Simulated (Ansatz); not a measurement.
```xyz
3

O     0.0000    0.0000    0.0000
H     0.0000    0.9400   -0.2400
O     0.0000    0.0000    1.5960
```

Basis set: STO-3G (spherical functions). Correlated methods keep 2 orbitals frozen. Correlation on ROHF uses semicanonical orbitals with singles. Charge 0, multiplicity 2.

Computed with Ansatz (development build ahead of 0.2.0); the reference of a correlated method needn't be the lowest determinant of its kind.

**Question.** Give the atomization energy at this shape (free ground-state atoms in the same class of orbitals less the molecule, no zero-point energy) of doublet HO2 by UHF-CCSD(T), ROHF-CCSD(T).

**Answer.**

| method | atomization energy |
| --- | --- |
| UHF-CCSD(T) | 484.9 kJ/mol |
| ROHF-CCSD(T) | 481.9 kJ/mol |

Caution: the reference determinant was not shown to be the lowest; the shape is not the minimum. Caution for UHF-CCSD(T): the unrestricted determinant is spin contaminated. Caution for ROHF-CCSD(T): an unrestricted determinant lies well below.

This basis has no polarisation functions and is too small for such energies, which can lie far from measured ones in either direction.
